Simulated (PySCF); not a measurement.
An element was calculated at PBE (PySCF 2.14, ECP, a triple-zeta basis, no spin-orbit coupling), in the ground configurations that NIST lists.

```
electron affinity          : 2.289 eV
first ionisation energy    : 9.539 eV
second ionisation energy   : 20.935 eV
third ionisation energy    : 32.847 eV
polarisability of the atom : 36.2 bohr³
```

Problem. Which element is it?

Solution. Gold (Au, Z = 79), in aug-cc-pVTZ-PP with one added diffuse shell each of s, p, d, f, g type with ECP60MDF. NIST lists 9.226, 20.203 ± 0.025, 30 ± 1.6 eV for these ionisation energies.
